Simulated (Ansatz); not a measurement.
A run for Ansatz (a quantum-chemistry and plane-wave program): R-CCSD(T)/aug-cc-pVDZ on CH4N2O (a complex).

Ansatz 0.2 input:
```yaml
crystal:
  periodic: [false, false, false]
  atoms:
    - {symbol: N, position_ang: [0.32021269, 0.45340835, -0.17874948]}
    - {symbol: N, position_ang: [-0.02607307, 0.68265078, 0.82942213]}
    - {symbol: C, position_ang: [0.18949797, -0.32847337, 4.31525397]}
    - {symbol: O, position_ang: [-1.05900624, 0.15267390, 3.84304941]}
    - {symbol: H, position_ang: [0.67341676, -0.99923569, 3.59583655]}
    - {symbol: H, position_ang: [-0.01012288, -0.89167492, 5.22603537]}
    - {symbol: H, position_ang: [0.88232549, 0.48537233, 4.55798746]}
    - {symbol: H, position_ang: [-0.90838360, 0.63245724, 3.02270751]}
basis:
  gaussian:
    orbitals: aug-cc-pVDZ
magnetization: {spin_polarized: false}
correlation: {method: ccsd_t, electrons: outside_noble_gas}
scf: {lower_state_search: off}
```

Program output:

```
WARN ansatz: RAYON_NUM_THREADS=1 ignored (pool sized by the plan → 1); use --threads N
Functional definition: HF
these checks for a lower state are left out or cut short: stability, starts, cluster_reference, orbital_swaps, neighbouring_geometries, increment
integrals: 0.26 GiB planned
1253 factors; integrals over basis functions are off by at most 6.7e-4 eV
mean field: 0.30 GiB planned
mean field evaluation 1: about -6093.6828 eV, gradient 3.2e1 eV
mean field evaluation 2: about -6093.6895 eV, gradient 3.2e1 eV
mean field evaluation 4: about -6095.9441 eV, gradient 3.3e0 eV
mean field evaluation 8: about -6095.9744 eV, gradient 2.0e-4 eV
mean field -6095.97443981 eV, -224.0229286632 hartree, gradient 1.2e-6 eV, S^2 0.000000; 0 other end points of the search recorded, 0 dependent functions left out
4 core orbitals not correlated
reference -6095.97443981 eV, -224.0229286632 hartree; 12, 12 occupied and 112, 112 virtual orbitals, 1253 factors
second order -18.44676429 eV of doubles, -0.00000000 eV of singles
coupled cluster: 0.78 GiB planned
cycle   1  -18.47527519 eV  change   -2.9e-2 eV  update   1.0e-1
cycle   2  -19.02789860 eV  change   -5.5e-1 eV  update   3.0e-2
cycle   3  -19.15354227 eV  change   -1.3e-1 eV  update   1.4e-2
cycle   4  -19.15159033 eV  change    2.0e-3 eV  update   3.4e-3
cycle   5  -19.15456759 eV  change   -3.0e-3 eV  update   1.4e-3
cycle   6  -19.15538348 eV  change   -8.2e-4 eV  update   3.7e-4
cycle   7  -19.15531951 eV  change    6.4e-5 eV  update   1.4e-4
cycle   8  -19.15533421 eV  change   -1.5e-5 eV  update   4.1e-5
cycle   9  -19.15535004 eV  change   -1.6e-5 eV  update   1.8e-5
perturbative correction -0.65347659 eV, -0.0240148216 hartree
Total energy: -6115.78326644 eV, -224.7508896147 hartree
Checks for a lower state left out: stability, starts, cluster_reference, orbital_swaps, neighbouring_geometries, increment
```

The run converged.

Cost: about 25 core-seconds (a rough figure).
